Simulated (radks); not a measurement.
Ionisation of the ytterbium ion Yb+, [Xe] 4f14 6s1, to [Xe] 4f14 as the strength of local exchange is varied. Method: scalar-relativistic Kohn-Sham, Slater X-alpha exchange (alpha = 2/3 is LDA exchange), no correlation, spin-polarised, spherical densities, point nucleus; open shells are filled with parallel spins first (spin-orbit coupling, left out, can overturn this in heavy ions); computed with a radial shooting solver on a logarithmic mesh with Libxc functionals.

alpha  E(Yb+) (hartree)  exchange (hartree)  IE (eV)  -e of the level emptied (eV)  <r> of it (bohr)
0.667       -14043.9647           -276.9425   11.944                    9.223 (6s)             3.557
0.774       -14088.6681           -322.5207   12.574                    9.905 (6s)             3.476
0.789       -14094.9477           -328.9350   12.664                   10.004 (6s)             3.465
0.828       -14111.2893           -345.6407   12.902                   10.262 (6s)             3.436
0.829       -14111.7086           -346.0696   12.908                   10.269 (6s)             3.435
0.863       -14125.9728           -360.6681   13.117                   10.498 (6s)             3.411
0.952       -14163.3872           -399.0293   13.676                   11.110 (6s)             3.347
0.961       -14167.1767           -402.9205   13.734                   11.173 (6s)             3.341

NIST Atomic Spectra Database: 12.179 eV (measured). The Delta-SCF value meets it near alpha = 0.71.
